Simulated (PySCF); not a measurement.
Estimate the missing entries of this data sheet.

Compound: BBrH3 (charge -1).
InChI=1S/BBrH3/c1-2/h1H3/q-1

```tsv
property	level	value
point group	PBE0-D3(BJ)/def2-SVP	?
rotational constants A, B, C	PBE0-D3(BJ)/def2-SVP	?
HOMO energy	PBE0/pcSseg-1	-1.67 eV
LUMO energy	PBE0/pcSseg-1	?
1H chemical shifts (computed TMS as zero) by class	GIAO PBE0/pcSseg-1	?
isotropic shieldings of nuclei other than C and H, by class	GIAO PBE0/pcSseg-1	?
largest of the computed one-bond spin–spin couplings (means over like bonds)	B3LYP/pcJ-1 (pcSseg-1 on Br)	11B–1H +116.5 (×3) Hz
core binding energies	ΔSCF SCAN, pcX-2 on the ionised atom, pcseg-1 elsewhere, spin-free X2C	?
```

Electronic properties: PySCF, gas phase, density fitting. Isolated species at its PBE0-D3(BJ)/def2-SVP geometry, gas phase. The calculation (core ionisation apart) is non-relativistic and has no spin–orbit coupling, an omission that weighs most on bromine. Atoms bound to Br lack the heavy atom's spin–orbit term in their shielding, so their NMR values are less reliable. No diffuse functions stand in pcJ-1 (pcSseg-1 on Br) and pcSseg-1, which bears on an anion's orbital energies.

(1) What are the core binding energies?

(2) Give the point group.

(3) What are the 1H chemical shifts (computed TMS as zero) by class?

(4) Give the isotropic shieldings of nuclei other than C and H, by class.

(5) What are the rotational constants A, B, C?

(6) What is the LUMO energy?

Answers

(1) B1s 189.1 eV.

(2) C3v.

(3) 2.44 (3 H) ppm.

(4) 122 (1 B), 3030 (1 Br) ppm.

(5) 119.496, 8.398, 8.398 GHz.

(6) 6.86 eV.

With B = h/(8π²I), that is 505.379 GHz u Å² over I, the principal moments of inertia are 4.23, 60.2 and 60.2 u Å² (most abundant isotopes). The rotational constants are those of a prolate symmetric top.
